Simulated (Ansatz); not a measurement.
Born–Oppenheimer molecular dynamics of CH4BOSi (8 atoms, charge -1, multiplicity 1). It starts at the highest image of a converged band. Of that band: A structure lower than the last end lies on the path between it and the top, so the climb from that side starts below the end, which may itself be a saddle point or a shallow side well. Neighbouring images differ by up to 1.7 eV, so the band resolves the path poorly. A vibrational analysis at the climbing image gives one clearly imaginary mode, 1552i cm⁻¹: a first-order saddle point.

Level of theory: Ansatz 0.2.0, UKS B3LYP-D4/def2-SVP.

| Item | Value |
| --- | --- |
| ensemble | NVE (velocity Verlet) |
| time step | 0.5 fs |
| steps asked | 200 |
| starting velocities drawn for | 300 K |
| seed | 4332 |

First frame:

```xyz
8
Properties=species:S:1:pos:R:3
B -0.434 1.292 -0.227
C -0.176 -0.050 0.445
O 0.057 -0.266 1.710
Si 0.801 -1.281 -0.512
H -1.061 1.341 -1.273
H -0.047 2.345 0.257
H 0.019 -1.919 -1.678
H 0.841 -1.461 1.278
```

(1) How far do the bonds stretch over the last three quarters of this one trajectory? (Pairs bonded in most of those frames.)

Results:

(1) 
```json
{"bond": "B1–C2", "mean (Å)": "1.510", "spread (Å)": "0.040", "shortest": "1.45", "longest": "1.57"}
{"bond": "B1–H5", "mean (Å)": "1.223", "spread (Å)": "0.022", "shortest": "1.19", "longest": "1.26"}
{"bond": "B1–H6", "mean (Å)": "1.241", "spread (Å)": "0.052", "shortest": "1.15", "longest": "1.33"}
{"bond": "C2–O3", "mean (Å)": "1.417", "spread (Å)": "0.064", "shortest": "1.31", "longest": "1.53"}
{"bond": "C2–Si4", "mean (Å)": "1.849", "spread (Å)": "0.089", "shortest": "1.68", "longest": "2.00"}
{"bond": "O3–H8", "mean (Å)": "1.051", "spread (Å)": "0.137", "shortest": "0.82", "longest": "1.23"}
{"bond": "Si4–H7", "mean (Å)": "1.545", "spread (Å)": "0.019", "shortest": "1.52", "longest": "1.61"}
```

Mean temperature of the second half: 1237 K. The conserved energy stayed within 2.7 meV per atom of its start (net change 0.25 meV per atom), so there is no drift, though single steps change it by up to 24 meV in the whole system, a sign of fast motions only just resolved. The system heated up, since it started high on the potential surface and ran downhill. A run of 0.1 ps of so small a system gives no equilibrium averages. The orbitals stay closed-shell, which can raise the energy where a bond breaks towards radicals; this wasn't checked here. Limits of this set-up: an anion without diffuse functions, the dipole of an ion depends on the origin.

Run time: 2.9 min on 2 threads of AMD EPYC 9B45 (Zen 5), on a shared host, peak memory 0.22 GiB.
